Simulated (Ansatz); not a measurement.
A made-up structure of NaAlH2Se, singlet:

Na1  (-2.914, -1.043, -1.091)
Al2  (-0.452, -0.376, 0.251)
Se3  (1.036, 1.049, -0.924)
H4  (0.241, -0.726, 1.665)
H5  (-0.721, -1.788, -0.243)
(Å)

It is relaxed with PBE-D4/def2-SVP and then PBE0-D4/def2-TZVP (Ansatz 0.2.0). Atoms count as bonded within 1.22 times the sum of their covalent radii (H–H: 0.88 Å). The end point is not checked to be a true minimum.

Task: Does its bonding change? (A judgement: the text doesn't fix the answer.)

Result: The calculation gives: Yes. Formed: Na1–Se3, Na1–H5; broken: none.

Where it ends: The first stage lowers the energy by 2.46 eV in 12 steps. It ends as NaAlH₂Se ([H]1[Na]2[Se][AlH]12):
```xyz
5
angstrom
Na -1.9782 -0.6694 -1.8087
Al -0.1472 -0.6081 0.5042
Se -0.0242 0.9950 -1.0520
H 0.6569 -0.8816 1.8416
H -1.3176 -1.7195 0.1735
```

Labels in which every atom is bracketed show which atoms are joined, not bond orders.

For scale, one of the runs: PBE0-D4/def2-TZVP relaxation, 129 basis functions, launched by `ansatz run in.yaml --threads 2 --pin off --events-out ev --progress --plain --max-ram 4352MiB`. Hardware: 2 CPU threads of an Arm Neoverse V1, shared host. Wall time about 22 s.
